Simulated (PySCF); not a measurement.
# Atomic charges against the basis set

C2H7FOSi2.
Structure used (PBE0-D3(BJ)/def2-SVP), in Å, numbered top down from 1:
```
atom  x, y, z in Å
O1     1.588   -1.548   -0.868
Si2    1.069   -0.098   -0.228
C3    -0.375    0.568   -1.248
Si4   -1.445    0.421    0.298
F5    -1.936    1.879    0.840
C6    -0.019   -0.261    1.326
H7     2.356   -1.955   -0.457
H8     2.219    0.842   -0.045
H9    -0.255    1.588   -1.646
H10   -0.666   -0.095   -2.078
H11   -2.664   -0.430    0.186
H12    0.270    0.374    2.178
H13   -0.160   -1.291    1.693
```

PBE0 throughout (PySCF), one geometry, spherical d and f functions. One conformer (not necessarily the lowest) at the PBE0-D3(BJ)/def2-SVP geometry, without solvent, vibrations or thermal averaging. Atoms taken as equivalent share a column and are averaged. The first 7 of 10 kinds of atom are listed.

Mulliken charges (e):

```json
{"basis": "STO-3G", "functions": "45", "O1": "-0.440", "Si2": "+0.751", "C3/C6": "-0.487", "Si4": "+0.739", "F5": "-0.250", "H7": "+0.189", "H8": "-0.138"}
{"basis": "6-31G", "functions": "76", "O1": "-0.783", "Si2": "+1.050", "C3/C6": "-1.019", "Si4": "+1.109", "F5": "-0.452", "H7": "+0.407", "H8": "-0.133"}
{"basis": "pcSseg-0", "functions": "76", "O1": "-0.807", "Si2": "+1.436", "C3/C6": "-1.539", "Si4": "+1.481", "F5": "-0.478", "H7": "+0.393", "H8": "-0.083"}
{"basis": "6-31G*", "functions": "106", "O1": "-0.731", "Si2": "+0.778", "C3/C6": "-0.826", "Si4": "+0.858", "F5": "-0.402", "H7": "+0.441", "H8": "-0.097"}
{"basis": "cc-pVDZ", "functions": "127", "O1": "-0.349", "Si2": "+0.521", "C3/C6": "-0.390", "Si4": "+0.622", "F5": "-0.323", "H7": "+0.168", "H8": "-0.087"}
{"basis": "def2-SVP", "functions": "127", "O1": "-0.404", "Si2": "+0.681", "C3/C6": "-0.573", "Si4": "+0.786", "F5": "-0.351", "H7": "+0.196", "H8": "-0.098"}
{"basis": "aug-cc-pVDZ", "functions": "209", "O1": "-0.741", "Si2": "+0.725", "C3/C6": "+0.305", "Si4": "+0.602", "F5": "-0.676", "H7": "+0.125", "H8": "+0.302"}
{"basis": "6-311+G(2d,p)", "functions": "220", "O1": "-0.687", "Si2": "+1.050", "C3/C6": "-0.863", "Si4": "+1.046", "F5": "-0.487", "H7": "+0.280", "H8": "-0.070"}
{"basis": "def2-TZVP", "functions": "240", "O1": "-0.531", "Si2": "+0.483", "C3/C6": "-0.501", "Si4": "+0.575", "F5": "-0.335", "H7": "+0.321", "H8": "-0.049"}
{"basis": "cc-pVTZ", "functions": "286", "O1": "-0.356", "Si2": "+0.443", "C3/C6": "-0.414", "Si4": "+0.551", "F5": "-0.300", "H7": "+0.197", "H8": "-0.070"}
{"basis": "IGLO-III", "functions": "298", "O1": "-0.647", "Si2": "+1.140", "C3/C6": "-0.901", "Si4": "+1.243", "F5": "-0.511", "H7": "+0.266", "H8": "-0.192"}
{"basis": "pcSseg-2", "functions": "328", "O1": "-0.527", "Si2": "+0.783", "C3/C6": "-0.562", "Si4": "+0.892", "F5": "-0.427", "H7": "+0.210", "H8": "-0.137"}
```

IAO charges (e):

```csv
basis,functions,O1,Si2,C3/C6,Si4,F5,H7,H8
STO-3G,45,-0.575,+0.979,-0.770,+0.996,-0.363,+0.236,-0.127
6-31G,76,-0.743,+1.007,-0.865,+1.090,-0.506,+0.357,-0.113
pcSseg-0,76,-0.724,+1.036,-0.897,+1.114,-0.492,+0.346,-0.119
6-31G*,106,-0.769,+1.122,-0.894,+1.206,-0.524,+0.359,-0.151
cc-pVDZ,127,-0.766,+1.111,-0.888,+1.190,-0.522,+0.361,-0.150
def2-SVP,127,-0.763,+1.126,-0.891,+1.206,-0.522,+0.358,-0.156
aug-cc-pVDZ,209,-0.789,+1.120,-0.897,+1.201,-0.535,+0.372,-0.147
"6-311+G(2d,p)",220,-0.796,+1.153,-0.918,+1.230,-0.539,+0.373,-0.155
def2-TZVP,240,-0.796,+1.165,-0.924,+1.244,-0.540,+0.371,-0.159
cc-pVTZ,286,-0.793,+1.152,-0.918,+1.230,-0.536,+0.372,-0.155
IGLO-III,298,-0.800,+1.163,-0.923,+1.240,-0.540,+0.374,-0.158
pcSseg-2,328,-0.798,+1.164,-0.923,+1.242,-0.540,+0.373,-0.158
```

Hirshfeld charges (e):

| basis | functions | O1 | Si2 | C3/C6 | Si4 | F5 | H7 | H8 |
| --- | --- | --- | --- | --- | --- | --- | --- | --- |
| STO-3G | 45 | -0.277 | +0.452 | -0.210 | +0.455 | -0.172 | +0.122 | -0.097 |
| 6-31G | 76 | -0.331 | +0.404 | -0.253 | +0.431 | -0.239 | +0.177 | -0.080 |
| pcSseg-0 | 76 | -0.322 | +0.429 | -0.258 | +0.460 | -0.227 | +0.180 | -0.085 |
| 6-31G* | 106 | -0.308 | +0.378 | -0.252 | +0.405 | -0.207 | +0.181 | -0.084 |
| cc-pVDZ | 127 | -0.298 | +0.403 | -0.261 | +0.423 | -0.203 | +0.174 | -0.088 |
| def2-SVP | 127 | -0.302 | +0.408 | -0.263 | +0.431 | -0.205 | +0.177 | -0.089 |
| aug-cc-pVDZ | 209 | -0.311 | +0.421 | -0.275 | +0.445 | -0.219 | +0.169 | -0.081 |
| 6-311+G(2d,p) | 220 | -0.312 | +0.416 | -0.268 | +0.441 | -0.221 | +0.172 | -0.082 |
| def2-TZVP | 240 | -0.309 | +0.410 | -0.269 | +0.433 | -0.212 | +0.175 | -0.083 |
| cc-pVTZ | 286 | -0.306 | +0.411 | -0.269 | +0.431 | -0.209 | +0.173 | -0.084 |
| IGLO-III | 298 | -0.308 | +0.411 | -0.268 | +0.433 | -0.212 | +0.171 | -0.080 |
| pcSseg-2 | 328 | -0.312 | +0.420 | -0.275 | +0.442 | -0.215 | +0.172 | -0.083 |

ESP-fitted charges (e):

```
        basis  functions      O1     Si2   C3/C6     Si4      F5      H7      H8
       STO-3G         45  -0.581  +0.859  -0.638  +0.782  -0.245  +0.301  -0.172
        6-31G         76  -0.863  +1.014  -0.880  +1.030  -0.435  +0.486  -0.186
     pcSseg-0         76  -0.822  +1.189  -1.075  +1.218  -0.425  +0.458  -0.228
       6-31G*        106  -0.670  +0.728  -0.634  +0.739  -0.307  +0.415  -0.156
      cc-pVDZ        127  -0.627  +0.715  -0.608  +0.755  -0.321  +0.387  -0.156
     def2-SVP        127  -0.653  +0.796  -0.687  +0.827  -0.329  +0.397  -0.172
  aug-cc-pVDZ        209  -0.648  +0.783  -0.664  +0.815  -0.340  +0.378  -0.166
6-311+G(2d,p)        220  -0.686  +0.805  -0.686  +0.830  -0.348  +0.403  -0.166
    def2-TZVP        240  -0.662  +0.790  -0.671  +0.817  -0.334  +0.394  -0.169
      cc-pVTZ        286  -0.635  +0.766  -0.658  +0.797  -0.325  +0.380  -0.166
     IGLO-III        298  -0.644  +0.761  -0.646  +0.787  -0.328  +0.383  -0.162
     pcSseg-2        328  -0.684  +0.845  -0.716  +0.875  -0.355  +0.396  -0.178
```

**Question.** Which scheme is steadiest as the basis changes?

**Answer.** Largest range over the bases for any column: Hirshfeld 0.07 e, IAO 0.25 e, ESP-fitted 0.48 e, Mulliken 1.84 e. Hirshfeld charges move least and Mulliken charges most, counted in e. Without the minimal STO-3G basis the ranges are Hirshfeld 0.06, IAO 0.16, ESP-fitted 0.48, Mulliken 1.84 e.

**Question.** How much do the charges still move between the two largest bases, IGLO-III and pcSseg-2?

**Answer.** At most, over all atoms: Mulliken 0.357 e, IAO 0.002 e, Hirshfeld 0.009 e, ESP-fitted 0.088 e.

**Question.** What do the same runs give for the total energy, the frontier levels and the dipole moment?

**Answer.** 
```
        basis  energy (Eh)  HOMO (eV)  LUMO (eV)  μ (D)
       STO-3G    -823.9054      -4.05       7.05   1.32
        6-31G    -833.8834      -7.91       0.25   2.54
     pcSseg-0    -832.7966      -8.09       0.24   2.47
       6-31G*    -834.0317      -7.66       0.30   2.19
      cc-pVDZ    -834.0723      -7.71       0.18   2.21
     def2-SVP    -833.7006      -7.79       0.21   2.23
  aug-cc-pVDZ    -834.1035      -7.86      -0.45   2.09
6-311+G(2d,p)    -834.1885      -7.92      -0.42   2.18
    def2-TZVP    -834.2198      -7.87      -0.17   2.16
      cc-pVTZ    -834.2084      -7.84      -0.07   2.12
     IGLO-III    -834.2261      -7.88      -0.19   2.11
     pcSseg-2    -834.2334      -7.91      -0.22   2.16
```

The dipole is fixed by the density alone, so its range of 1.22 D shows that the density itself changes with the basis, not only its division among atoms.
